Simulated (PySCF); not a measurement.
C2H8O2Si2. Atoms are numbered in the order given.

```xyz
14

C     -2.3615    -0.5661     0.8082
C     -0.9696     0.0252     0.9620
O      0.0335    -0.9856     0.6642
Si     0.9142    -0.4604    -0.6778
O      2.5505    -0.3670    -0.4142
Si    -0.4783     1.3679    -0.3460
H     -3.1317     0.1613     1.1117
H     -2.5553    -0.8557    -0.2378
H     -2.4623    -1.4683     1.4325
H     -0.8185     0.3583     2.0040
H      0.8018    -1.3604    -1.8506
H      2.8416     0.1804     0.3224
H      0.1008     2.6167     0.2345
H     -1.5642     1.7293    -1.3042
```
Charge 0, spin multiplicity 1.

Geometry: ωB97X-D3(BJ)/def2-SVP. The structure was generated by enumeration; whether it is a known compound was not checked. Other conformers were not sampled.

Method: PBE/def2-TZVP (PySCF).

Gas-phase values at a fixed geometry.

Computed frontier levels, gap, dipole moment and polarisability:
highest occupied level: -6.19 eV
lowest empty level: -1.15 eV
orbital gap: 5.04 eV
dipole moment: 1.82 D
quadrupole, principal values (traceless, Buckingham form, about the centre of nuclear charge): -5.64, -1.32, 6.95 D·Å
mean static polarisability: 85.7 bohr³ (12.70 Å³)
polarisability, principal values: 74.2, 85.9, 97.0 bohr³
